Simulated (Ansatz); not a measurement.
Program: Ansatz. Geometries: PBE0-D4/def2-TZVP. ΔE: electronic, gas phase. CCSD(T)/CBS is the MP2 limit (def2-TZVPP, def2-QZVPP) plus CCSD(T) − MP2 in def2-TZVPP, frozen cores. This one scheme is used for every species. DFT in def2-TZVPP. B3LYP here is the variant with VWN-RPA as its local correlation; programs differ in this. def2 core potentials past Kr. For Sn outer-core shells are correlated without core-valence functions, which leaves a few kJ/mol of doubt a bond. Each species was taken in one conformer, which may not be the lowest.

Reaction (ligand exchange at the Sn–C bond): `N[CH2][SnH2][NH2]` + CH₃OH → `C[O][SnH2][NH2]` + CH₃NH₂

| level | ΔE (kJ/mol) |
| --- | --- |
| B97M-V | -62.9 |
| PBE | -49.3 |
| B3LYP | -56.8 |
| CCSD(T)/def2-SVP | -56.2 |

**Question.** What does CCSD(T)/CBS give? (Best estimate.)

**Answer.** The calculation gave: -52.9 kJ/mol. The listed levels differ from it by -10.0, 3.6, -3.9, -3.3 kJ/mol.

Largest T1 diagnostic among the species: 0.013.

Leaving LDA and LC-ωPBE aside and taking each functional with its dispersion term where it has one, the values, not all of them listed here, spread over 15.6 kJ/mol, from B97M-V to HSE06-D4. LDA lies +4.5 kJ/mol from PBE without D4. At CCSD(T), def2-SVP lies −3.3 kJ/mol from the extrapolated value and def2-TZVPP +3.0 kJ/mol. From r2SCAN to r2SCAN0 (25 % exact exchange), in def2-TZVPP and without D4, ΔE moves by +3.1 kJ/mol.
